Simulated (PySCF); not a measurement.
Exercise with solution: dipole moment from atomic charges

CH2FNOSi, SMILES N#CO[SiH2]F. Atoms are numbered in the order given.

```xyz
7

N      2.6297    -0.2355    -0.1313
C      1.5673    -0.0748     0.3037
O      0.3961     0.1068     0.8113
Si    -1.0868    -0.3030     0.0878
F     -1.4191     0.8134    -1.0260
H     -2.0633    -0.2242     1.1857
H     -0.9301    -1.6125    -0.5738
```
Charge 0, spin multiplicity 1.

The structure is a stationary point at ωB97X-D3(BJ)/def2-SVP. This is a generated structure with no PubChem entry under its InChIKey; it may be hypothetical. The values are those of a single conformer.

Charges (e) from PBE/def2-TZVP (PySCF):

```
atom  Mulliken     IAO
----  --------  ------
N1      -0.046  -0.312
C2      -0.014   0.291
O3      -0.219  -0.489
Si4      0.539   1.260
F5      -0.255  -0.499
H6      -0.004  -0.122
H7      -0.002  -0.128
```

The dipole moment of the full density is 4.44 D.

**Question.** What dipole moment does each set of point charges give, and which comes closer to that of the density?

**Answer.** 
μ = Σ q r, and 1 e Å = 4.8032 D.
Mulliken: Σ q r = (-0.443, -0.378, 0.129) e Å, |μ| = 2.87 D.
IAO: Σ q r = (-0.849, -0.554, 0.284) e Å, |μ| = 5.06 D.
IAO comes closer in size. Point charges leave out the atoms' own dipoles (lone pairs, polarised bonds); fits to the potential absorb them, partitions of the density don't.
